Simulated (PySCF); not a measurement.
Computed shifts of a molecule C₇H₈, PBE/pcSseg-1 in PySCF, GIAO, gas phase, equivalent atoms averaged, in ppm (number of nuclei): ¹³C: 39.0 (1), 29.0 (2), 21.0 (4). ¹H: 2.38 (2), 1.72 (4), 1.50 (2). References: ¹³C against TMS (σ = 182.0 ppm); ¹H against TMS (σ = 31.49 ppm), references at their B3LYP-D3(BJ)/def2-TZVP geometries, non-relativistic. Geometry optimised at r2SCAN-D4/def2-SVP. The values are those of a single conformer.

Problem. Pick the molecule that these values belong to.
(A) C1C2C3C2C2C1C32
(B) C=C=C(C=C)C=C
(C) C#CC(=C)C(=C)C
(D) C#C/C=C\CC=C

Solution. A, C1C2C3C2C2C1C32
